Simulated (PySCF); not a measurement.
**Assignment exercise: C8H12**

Geometry:
| atom | x (Å) | y (Å) | z (Å) |
| --- | --- | --- | --- |
| C1 | -0.545 | -0.307 | -0.459 |
| C2 | -1.758 | -0.092 | -0.010 |
| C3 | -2.619 | 0.455 | 1.041 |
| C4 | -3.206 | -0.222 | -0.183 |
| C5 | 0.695 | 0.113 | 0.255 |
| C6 | 1.772 | -0.975 | 0.462 |
| C7 | 2.835 | -0.018 | -0.093 |
| C8 | 1.720 | 0.924 | -0.567 |
| H9 | -0.397 | -0.816 | -1.404 |
| H10 | -2.715 | 1.529 | 1.130 |
| H11 | -2.677 | -0.059 | 1.990 |
| H12 | -3.658 | -1.197 | -0.062 |
| H13 | -3.701 | 0.391 | -0.923 |
| H14 | 0.432 | 0.613 | 1.189 |
| H15 | 1.913 | -1.312 | 1.487 |
| H16 | 1.609 | -1.843 | -0.174 |
| H17 | 3.480 | -0.422 | -0.870 |
| H18 | 3.456 | 0.420 | 0.686 |
| H19 | 1.536 | 0.857 | -1.638 |
| H20 | 1.824 | 1.972 | -0.294 |

[PySCF: structure optimised with GFN2-xTB; shielding tensors at PBE0/pcSseg-1 (GIAO); rapidly exchanging positions averaged; relativity neglected; gas phase; one conformer]

Scale: ¹³C (186.93 ppm), ¹H (31.72 ppm) vs TMS (reference shieldings calculated alike).

Problem. Assign these signals to the numbered atoms. ¹³C{¹H} NMR (computed): δ 133.9 (CH), 126.0 (C), 39.5 (CH), 28.9 (CH2), 17.5 (CH2), 4.9 (CH2), 4.1 (CH2).

Solution. 
133.9 → C1, alkene CH: an sp2 carbon of a C=C bond
126.0 → C2, fully substituted alkene carbon: an sp2 carbon of a C=C bond
39.5 → C5, allylic sp3 CH: a saturated carbon with 3 carbon neighbours and no heteroatom attached
28.9 → C6/C8, sp3 CH2 in a ring: a saturated carbon with 2 carbon neighbours and no heteroatom attached
17.5 → C7, sp3 CH2 in a ring
4.9 → C4, three-membered-ring carbon: carbons of three-membered rings are unusually shielded
4.1 → C3, three-membered-ring carbon

C4 and C3 lie closer than the usual error of such a calculation, so a measured spectrum could show them in the other order.

Problem. Assign these signals to the numbered atoms. ¹H NMR (500 MHz, computed): δ 6.24 (d, 1H), 3.17 (m, 1H), 2.26 (m, 2H), 2.00 (m, 1H), 1.94 (m, 2H), 1.84 (m, 1H), 1.04 (m, 2H), 0.99 (m, 2H).

Solution. 
| δ (ppm) | atoms | environment | reason |
| --- | --- | --- | --- |
| 6.24 | H9 | hydrogen on an alkene CH | olefinic region |
| 3.17 | H14 | hydrogen on an allylic sp3 CH | allylic position |
| 2.26 | H15/H20 | hydrogen on an sp3 CH2 in a ring | – |
| 2.00 | H18 | hydrogen on an sp3 CH2 in a ring | far from electronegative atoms and π systems |
| 1.94 | H16/H19 | hydrogen on an sp3 CH2 in a ring | – |
| 1.84 | H17 | hydrogen on an sp3 CH2 in a ring | far from electronegative atoms and π systems |
| 1.04 | H12/H13 | hydrogen on a three-membered-ring carbon | cyclopropane-type protons are shielded by the ring |
| 0.99 | H10/H11 | hydrogen on a three-membered-ring carbon | – |

H18 and H16/H19; H16/H19 and H17; H12/H13 and H10/H11 lie closer than the usual error of such a calculation, so a measured spectrum could show them in the other order.

Shifts are as computed. Against solution values, carbons near 30 ppm lie about +3 ppm off and those near 130 ppm about +5 ppm. Of 1211 compounds with measured shifts, 218 miss one by over three times the rms of a fit or turn the order of signals round; such compounds aren't used in these exercises. Multiplicities follow the n + 1 count of equivalent neighbours, as no J values were calculated; m marks all less simple cases, F and P coupling included.
